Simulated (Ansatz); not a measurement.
BrH$_{2}$MgN, SMILES `[NH2][Mg][Br]` at its PBE0-D4/def2-TZVP geometry, where that method's forces vanish. The species carries charge 0 and has multiplicity 1.

```xyz
5

N     0.1177    0.8633    0.4432
Mg   -0.1059   -0.7921   -0.4057
Br   -0.3881   -2.8532   -1.4648
H     0.5458    1.0208    1.3428
H    -0.1695    1.7611    0.0845
```

Problem. What forces (eV/Å) does PBE-D4/def2-TZVPP give on these atoms in Ansatz 0.2.0? (Best estimate.)

Solution. The calculation gave: 
```
N1  -0.022 -0.162 -0.083
Mg2 -0.011 -0.077 -0.039
Br3 -0.016 -0.121 -0.062
H4   0.146  0.054  0.305
H5  -0.097  0.307 -0.121
```
